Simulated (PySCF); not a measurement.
acetonitrile (C2H3N), singlet, at a GFN2-xTB geometry. Base run: MP2/3-21G run with PySCF.

The PySCF input:
```python
from pyscf import gto, scf, mp

mol = gto.Mole()
mol.atom = '''
    C    -0.014757    0.011163   -1.162762
    C     0.003475   -0.002628    0.273792
    N     0.017974   -0.013596    1.416241
    H    -0.009997    1.041350   -1.516885
    H     0.865048   -0.506705   -1.542852
    H    -0.913176   -0.490678   -1.520130
'''
mol.basis = '3-21g'
mol.charge = 0
mol.spin = 0
mol.verbose = 3
mol.build()

mf = scf.RHF(mol)
mf.kernel()

pt = mp.MP2(mf, frozen=3)
pt.kernel()
print('E(MP2) = %.10f' % pt.e_tot)
mf.analyze()
```

Variants of this job, named by their change:

| change | basis functions | E (Eh) | MP2 correlation (Eh) | SCF-reference HOMO (eV) | SCF-reference HOMO-LUMO gap (eV) | SCF-reference dipole (D) |
|---|---|---|---|---|---|---|
| base | 33 | -131.48366 | -0.29238 | -12.55 | 18.48 | 3.85 |
| basis = 6-31G* | 48 | -132.32884 | -0.40301 | -12.51 | 18.16 | 4.02 |
| basis = def2-SV(P) | 48 | -132.21660 | -0.40064 | -12.69 | 17.09 | 3.96 |
| basis = def2-SVP | 57 | ___ | ___ | ___ | ___ | 4.02 |
| basis = 6-31G** | 57 | ___ | ___ | ___ | ___ | ___ |
| basis = pcseg-1 | 57 | -132.31627 | -0.42368 | -12.71 | 16.49 | 4.21 |
| basis = pc-1 | 57 | ___ | ___ | -12.71 | ___ | 4.21 |
| basis = 6-311G** | 72 | -132.40489 | -0.44521 | -12.59 | 16.29 | 4.09 |
| basis = def2-SVPD | 84 | -132.26808 | -0.43848 | -12.72 | 15.00 | 4.17 |
| basis = 6-311++G** | 87 | -132.40864 | -0.44697 | -12.67 | 13.55 | 4.20 |
| basis = aug-cc-pVDZ | ___ | ___ | ___ | ___ | ___ | ___ |
| basis = cc-pVTZ | 132 | -132.48714 | -0.51306 | -12.60 | 15.93 | 4.14 |
| basis = def2-TZVPD | 138 | -132.48409 | -0.50604 | -12.64 | 14.22 | 4.20 |

What belongs in the gaps?


- basis = def2-SVP, E (Eh): -132.24628
- basis = def2-SVP, MP2 correlation (Eh): -0.42093
- basis = def2-SVP, SCF-reference HOMO (eV): -12.66
- basis = def2-SVP, SCF-reference HOMO-LUMO gap (eV): 17.05
- basis = 6-31G**, E (Eh): -132.35221
- basis = 6-31G**, MP2 correlation (Eh): -0.42114
- basis = 6-31G**, SCF-reference HOMO (eV): -12.49
- basis = 6-31G**, SCF-reference HOMO-LUMO gap (eV): 18.15
- basis = 6-31G**, SCF-reference dipole (D): 4.05
- basis = pc-1, E (Eh): -132.31842
- basis = pc-1, MP2 correlation (Eh): -0.42389
- basis = pc-1, SCF-reference HOMO-LUMO gap (eV): 16.55
- basis = aug-cc-pVDZ, basis functions: 96
- basis = aug-cc-pVDZ, E (Eh): -132.37878
- basis = aug-cc-pVDZ, MP2 correlation (Eh): -0.43535
- basis = aug-cc-pVDZ, SCF-reference HOMO (eV): -12.63
- basis = aug-cc-pVDZ, SCF-reference HOMO-LUMO gap (eV): 13.37
- basis = aug-cc-pVDZ, SCF-reference dipole (D): 4.22

Totals compare only among sets that treat the same electrons; sets with core potentials leave the core out.
